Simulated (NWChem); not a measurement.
System: CdHOF; SMILES [OH][Cd][F]

Here is an NWChem input.

```
start job
memory heap 200 mb stack 900 mb global 1100 mb
geometry units angstroms noautoz
  Cd    -0.427452     0.021850     0.000000
  F     -0.198617     1.932690     0.000000
  O     -0.781330    -1.900572     0.000000
  H      0.042221    -2.402324     0.000000
end
basis spherical
  Cd library def2-svp
  F library def2-svp
  O library def2-svp
  H library def2-svp
end
ecp
  Cd library def2-ecp
end
dft
  xc becke97-d
  disp vdw 2
  iterations 150
  mulliken
end
task dft energy
```

Geometry: optimised at PBE0/def2-SVP. def2 effective core potentials on Cd; no spin-orbit coupling.

Question: What results follow from this input? (B97-D/def2-SVP with def2 effective core potentials on Cd.) Quantities: energy (Ha); highest occupied level (eV); orbital gap (eV); dipole (D).

Answer: 
```
Property                       Value
---------------------------  -------
energy (Ha)                  -343.52
highest occupied level (eV)    -6.46
orbital gap (eV)                3.96
dipole (D)                      1.97
```
